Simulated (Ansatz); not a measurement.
Cartesian coordinates in Å:
```
C -0.699 -1.415 0.267
C -0.541 -0.045 -0.405
Al 1.041 0.895 0.307
Zn 0.877 3.258 -1.193
H 0.172 -2.055 0.096
H -1.572 -1.959 -0.110
H -0.825 -1.325 1.350
H -0.450 -0.174 -1.489
H -1.443 0.553 -0.241
H 2.496 0.566 -0.269
H 0.942 1.699 1.686
```

Total charge 0; spin multiplicity 1. The bonds changed during the relaxation, so this is another structure than the one it started from.

Q: List the PBE0/def2-TZVPP orbital energies in eV (Ansatz). (Estimate.)

A: The calculation gave: Occupied: -9459.16, -1526.90, -1152.59, -1014.91, -1014.91, -1014.91, -277.83, -277.35, -133.31, -112.81, -89.08, -89.06, -89.06, -72.93, -72.73, -72.71, -20.76, -16.76, -14.37, -14.33, -14.33, -14.31, -14.31, -12.07, -11.87, -10.72, -10.04, -9.51, -7.90, -7.31, -7.20. Lowest empty: -2.00, -0.96, -0.87, 0.74, 1.47, 1.97, 2.44, 2.51.
